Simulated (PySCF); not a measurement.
**TiSi⁺: from constants to spectrum**

UHF-CCSD(T) constants of TiSi⁺, ⁶Δ (sextet), unpaired electrons σ ↑↑, π ↑↑, δ ↑ (PySCF, no relativity, basis sets Ti def2-TZVPPD, Si def2-TZVPPD; masses 47.9479 and 27.9769 u):

- ωe: 365.4 cm⁻¹
- ωexe: 1.25 cm⁻¹
- Be: 0.16223 cm⁻¹
- αe: 0.000844 cm⁻¹
- De to Ti⁺ (3d2 4s1) + Si: 2.04 eV

What force constant and bond length do these constants imply?

Reduced mass μred = 17.668 u; k = 5.8918×10⁻⁷·μred·ωe² (u, cm⁻¹, mdyn/Å) = 1.39 mdyn/Å; Re = √(16.8576/(μred·Be)) (u, cm⁻¹, Å) = 2.425 Å.

Estimate the centrifugal constant D from the Kratzer relation and find the Dunham coefficient a1.

D = 4Be³/ωe² = 1.28e-07 cm⁻¹; a1 = −1 − αeωe/(6Be²) = -2.95.

Correlated steps freeze 10 core orbitals. For an ion De counts to the pair picked by the measured ionisation energies or electron affinities, which need not be the lowest pair at this level. The CCSD T1 diagnostic is raised, a sign that a single reference may not be enough here. The state is the lowest single determinant that the PBE0 search found; with open d or f shells the true ground state can be another one.
